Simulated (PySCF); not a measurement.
Isomers of C2H8SeSi, mass 139.956 u with the commonest isotopes. Level of theory: PySCF, PBE0-D3(BJ)/def2-SVP geometry optimisation, gas phase. One conformer each, none proved a minimum here; rigid rotors.

Question: Order these by rotational constant A, largest first.
A. `[CH3:1][SiH:2]([CH3:3])[SeH:4]` with C1–Si2–Se4–H -62°
B. `[CH3:1][CH2:2][Se:3][SiH3:4]` with C1–C2–Se3–Si4 -72°
C. `[CH3:1][CH2:2][SiH2:3][SeH:4]` with C1–C2–Si3–Se4 179°, C2–Si3–Se4–H -65°

Answer: C (13142 MHz), A (5288 MHz), B (4244 MHz).

Question: Order these by rotational constant B, largest first.
A. `[CH3:1][CH2:2][Se:3][SiH3:4]` with C1–C2–Se3–Si4 -72°
B. `[CH3:1][SiH:2]([CH3:3])[SeH:4]` with C1–Si2–Se4–H -62°
C. `[CH3:1][CH2:2][SiH2:3][SeH:4]` with C1–C2–Si3–Se4 179°, C2–Si3–Se4–H -65°

Answer: A (2549 MHz), B (1828 MHz), C (1181 MHz).

Question: Order these by out-of-plane moment Σ m c² = (Ia + Ib − Ic)/2, largest first.
A. `[CH3:1][CH2:2][Se:3][SiH3:4]` with C1–C2–Se3–Si4 -72°
B. `[CH3:1][CH2:2][SiH2:3][SeH:4]` with C1–C2–Si3–Se4 179°, C2–Si3–Se4–H -65°
C. `[CH3:1][SiH:2]([CH3:3])[SeH:4]` with C1–Si2–Se4–H -62°

Answer: C (16.15 u·Å²), A (14.62 u·Å²), B (7.84 u·Å²).

```tsv
SMILES	point group	Ia (u·Å²)	Ib (u·Å²)	Ic (u·Å²)	κ	μa (D)	μb (D)	μc (D)
CC[SiH2][SeH]	–	38.45	427.84	450.61	-0.99	1.56	0.62	0.55
CC[Se][SiH3]	C1	119.09	198.29	288.14	-0.36	1.00	1.06	0.43
C[SiH](C)[SeH]	–	95.56	276.54	339.80	-0.82	1.82	0.00	0.93
```
